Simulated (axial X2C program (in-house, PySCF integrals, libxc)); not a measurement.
## Levels of InCl⁺ by electron attachment to InCl²⁺ (EOM-EA-CCSD)

Computed with an in-house all-electron X2C program for linear molecules (integrals from PySCF): two-component X2C with atomic mean-field Coulomb and Gaunt terms, Gaussian nuclei, basis In dyall-acv3z, Cl dyall-av3z with contracted cores.

R = 2.308 Å (near the PBE0 minimum at charge 1 of the determinant lowest at the starting distance; the state shown can have its own minimum elsewhere).

Hartree–Fock spinors of InCl²⁺ (one of each Kramers pair; a window near the gap, which can cut inner shells):

```tsv
ω	occupied	ε (eV)	character
1/2	yes	-26.24	58% Cl p, 31% In s, 4% Cl s
1/2	yes	-24.79	88% Cl p, 4% In f, 4% In d
3/2	yes	-24.71	89% Cl p, 4% In f, 4% In d
1/2	no	-15.84	43% In s, 28% In p, 24% Cl p
1/2	no	-11.17	83% In p, 7% Cl d, 5% Cl p
3/2	no	-10.93	83% In p, 7% Cl d, 5% Cl p
1/2	no	-8.28	50% In p, 27% In d, 9% Cl p
1/2	no	-6.50	78% In s, 5% Cl s, 5% Cl d
3/2	no	-5.59	96% In d, 4% Cl d
```

Levels of InCl⁺ obtained by attaching an electron to InCl²⁺:

```csv
Ω,binding energy (eV),above lowest (cm⁻¹),attached spinor,one-particle weight
1/2,16.667,0,"43% In sσ, 26% In pσ, 25% Cl pσ",0.96
1/2,12.038,37333,"83% In pπ, 7% Cl dπ",0.94
3/2,11.788,39347,"83% In pπ, 7% Cl dπ",0.90
```

(1) Take the first Ω = 1/2 and Ω = 3/2 rows of π character: how far apart are they, and which lies lower?

This point took 47 s on 1 thread of Intel(R) Xeon(R) Processor @ 2.30GHz, on a shared host.

Reference electrons by ω block (each with its −ω partner): 1/2: 21, 3/2: 9, 5/2: 2. 18 electrons of InCl²⁺ correlated (inner shells frozen), 92 natural virtual spinors (a truncated set); levels can be off by some tenths of an eV. Roots sought by Ω: (1/2: 5, 3/2: 4, 5/2: 2, 7/2: 1); the list ends where they run out and leaves out roots under 60 % one-particle weight. The solver can skip a root, and states that need a further excitation, which the method places far too high, are missing though they may lie low or lowest. T1 of the reference 0.024 (Lee–Taylor). The reference was not checked to be the lowest state of its species. Number of frozen shells: In 4 s, 3 p, 1 d; Cl 2 s, 1 p.

Answers

(1) E(3/2) − E(1/2) = 39347 − 37333 = 2014 cm⁻¹ at EOM-EA-CCSD: regular, Ω = 1/2 lower. Splittings at this level can be off by ten to twenty per cent.
